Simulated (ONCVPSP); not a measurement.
**An all-electron radial function and its pseudo partner (Ge)**

Columns: radius, all-electron u(r) and pseudo u(r) of the 3s shell (level -162.21 eV) of germanium in the configuration [Ne] 3s2 3p6 3d10 4s2 4p2; LDA (Perdew-Wang 92), non-relativistic, ONCV scheme, ONCVPSP 4.0.1.

```json
{"r (bohr)": "0.065", "all-electron": "-0.0382", "pseudo": "0.0846"}
{"r (bohr)": "0.130", "all-electron": "-0.7230", "pseudo": "0.2062"}
{"r (bohr)": "0.195", "all-electron": "-0.5763", "pseudo": "0.3848"}
{"r (bohr)": "0.260", "all-electron": "-0.0172", "pseudo": "0.6145"}
{"r (bohr)": "0.325", "all-electron": "0.5690", "pseudo": "0.8653"}
{"r (bohr)": "0.390", "all-electron": "1.0124", "pseudo": "1.0956"}
{"r (bohr)": "0.455", "all-electron": "1.2784", "pseudo": "1.2680"}
{"r (bohr)": "0.520", "all-electron": "1.3914", "pseudo": "1.3602"}
{"r (bohr)": "0.585", "all-electron": "1.3925", "pseudo": "1.3700"}
{"r (bohr)": "0.650", "all-electron": "1.3219", "pseudo": "1.3118"}
{"r (bohr)": "0.715", "all-electron": "1.2106", "pseudo": "1.2077"}
{"r (bohr)": "0.780", "all-electron": "1.0805", "pseudo": "1.0802"}
{"r (bohr)": "0.845", "all-electron": "0.9463", "pseudo": "0.9464"}
{"r (bohr)": "0.910", "all-electron": "0.8168", "pseudo": "0.8168"}
{"r (bohr)": "0.975", "all-electron": "0.6971", "pseudo": "0.6971"}
{"r (bohr)": "1.040", "all-electron": "0.5897", "pseudo": "0.5897"}
{"r (bohr)": "1.105", "all-electron": "0.4951", "pseudo": "0.4951"}
{"r (bohr)": "1.170", "all-electron": "0.4133", "pseudo": "0.4133"}
{"r (bohr)": "1.235", "all-electron": "0.3433", "pseudo": "0.3433"}
{"r (bohr)": "1.300", "all-electron": "0.2839", "pseudo": "0.2839"}
{"r (bohr)": "1.365", "all-electron": "0.2340", "pseudo": "0.2340"}
{"r (bohr)": "1.430", "all-electron": "0.1923", "pseudo": "0.1923"}
{"r (bohr)": "1.495", "all-electron": "0.1576", "pseudo": "0.1576"}
{"r (bohr)": "1.560", "all-electron": "0.1289", "pseudo": "0.1289"}
{"r (bohr)": "1.625", "all-electron": "0.1052", "pseudo": "0.1052"}
{"r (bohr)": "1.690", "all-electron": "0.0857", "pseudo": "0.0857"}
```

Task: How many radial nodes do the two functions have?

Result: The all-electron 3s function has n − l − 1 = 2 (the table is too coarse to show those close to the nucleus); the pseudo-wave has 0, since the states of the same l below it are removed with the core.

Task: At about which radius was the pseudo-wave matched?

Result: 1.00 bohr. The columns agree to 0.0005 from 0.78 bohr on; several derivatives are matched, so the curves merge somewhat inside the radius.

Task: Where does each function peak?

Result: Outermost all-electron maximum near 0.58 bohr, pseudo maximum near 0.58 bohr (to the table’s step).

Task: Is the pseudo-wave norm-conserving?

Result: Yes: the ONCV scheme keeps the norm inside the radius equal to the all-electron one, which fixes the energy derivative of the logarithmic derivative at the level.
